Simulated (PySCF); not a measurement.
CoO: from constants to spectrum

r²SCAN constants of CoO, ⁴Δ (quartet), unpaired electrons π ↑↑, δ ↑ (PySCF, no relativity, basis sets Co def2-TZVPPD, O def2-TZVPPD; masses 58.9332 and 15.9949 u):

* ωe: 906.1 cm⁻¹
* ωexe: 4.73 cm⁻¹
* Be: 0.51417 cm⁻¹
* αe: 0.00367 cm⁻¹
* D (centrifugal): 6.62e-07 cm⁻¹

Q: Give the vibrational terms G(v) and spacings up to v = 6.

A: G(v) = ωe(v+½) − ωexe(v+½)².

```csv
v,G(v) (cm⁻¹),G(v) − G(v−1),Bv (cm⁻¹)
0,452,,0.5123
1,1349,897,0.5087
2,2236,887,0.5050
3,3113,878,0.5013
4,3982,868,0.4977
5,4840,859,0.4940
6,5690,849,0.4903
```

De is left out where the level can put another filling of the metal’s s and d shells below the measured ground configuration, by anything from nothing to about 1 eV. With d or f electrons several states lie close, and the lowest PBE0 determinant need not be the measured ground state.
